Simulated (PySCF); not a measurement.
SMILES CCc1cccnc1, C₇H₉N

Geometry (Å), atoms numbered from 1 in this order:
```xyz
17

C    -2.310    0.532    0.577
C    -1.395    0.049   -0.545
C     0.020   -0.164   -0.086
C     0.964    0.866   -0.079
C     2.246    0.620    0.403
C     2.545   -0.660    0.868
N     1.664   -1.656    0.869
C     0.444   -1.407    0.405
H    -3.339    0.684    0.215
H    -2.344   -0.198    1.401
H    -1.954    1.485    0.997
H    -1.404    0.780   -1.370
H    -1.787   -0.893   -0.962
H     0.693    1.857   -0.455
H     3.005    1.406    0.415
H     3.545   -0.889    1.254
H    -0.261   -2.249    0.412
```

Computed with PySCF 2.14.0, quadratic response CAM-B3LYP/aug-cc-pVDZ first hyperpolarisability, Taylor convention, gas phase. Geometry: PBE0-D3(BJ)/def2-SVP.

Q: Give the tensor of the second harmonic β(−2ω;ω,ω) at 1907 nm in the axes of these coordinates.

A: In au, Taylor convention; rows are the first index (the induced dipole):
```
      xx     yy     zz     xy    xz     yz
x  -27.2  -11.0   -4.7  -17.4  +6.9   +1.8
y  -17.1   +2.1  -15.5  -11.4  +1.9  -11.9
z   +6.7  -11.8   -5.6   +1.8  -4.7  -15.7
```
Norm of βᵢ = ⅓ Σⱼ (βᵢⱼⱼ + βⱼᵢⱼ + βⱼⱼᵢ): 54.1 au, hyper-Rayleigh value 23.4 au.
